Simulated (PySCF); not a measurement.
C₄H₅NO, SMILES Nc1ccco1. Atoms are numbered in the order given.

```xyz
11

N      2.0239     0.1708    -0.1786
C      0.6486     0.1639    -0.0403
C     -0.3058     1.1511    -0.0158
C     -1.5684     0.4633     0.0623
C     -1.2904    -0.8687     0.0849
O      0.0713    -1.0566     0.0206
H      2.4568     1.0508     0.0800
H      2.4824    -0.6213     0.2634
H     -0.1329     2.2235    -0.0521
H     -2.5572     0.9160     0.1012
H     -1.8912    -1.7703     0.1461
```
Charge 0, spin multiplicity 1.

Geometry optimised at B3LYP-D3(BJ)/def2-SVP. Other conformers were not sampled.

Two levels are set side by side: PBE/pcSseg-1 (PySCF) and HF/pcSseg-1 (PySCF). GIAO shifts against H2O (¹⁷O), NH3 (¹⁵N), TMS (¹H), TMS (¹³C) at the same level; non-relativistic, no solvent, atoms listed together averaged. Differences are taken from unrounded values.

```tsv
quantity	PBE
δ(¹⁵N) of N1 (ppm)	73.3
δ(¹³C) of C2 (ppm)	159.6
δ(¹³C) of C3 (ppm)	87.2
δ(¹³C) of C4 (ppm)	117.5
δ(¹³C) of C5 (ppm)	135.5
δ(¹⁷O) of O6 (ppm)	289.7
δ(¹H) of H9 (ppm)	5.40
δ(¹H) of H10 (ppm)	6.49
δ(¹H) of H11 (ppm)	7.01
```

**Question.** These are the PBE values. What does HF give? (Estimate from the structure and the level; the computed values follow.)

**Answer.** 
```tsv
quantity	HF	PBE minus HF
δ(¹⁵N) of N1 (ppm)	57.0	16.3
δ(¹³C) of C2 (ppm)	168.8	-9.2
δ(¹³C) of C3 (ppm)	85.8	1.5
δ(¹³C) of C4 (ppm)	123.7	-6.2
δ(¹³C) of C5 (ppm)	140.1	-4.7
δ(¹⁷O) of O6 (ppm)	253.1	36.7
δ(¹H) of H9 (ppm)	5.54	-0.14
δ(¹H) of H10 (ppm)	6.86	-0.37
δ(¹H) of H11 (ppm)	7.30	-0.29
```

Rough cost on one machine, each run with all the roots and properties that it gave: HF against PBE within a factor of 2.
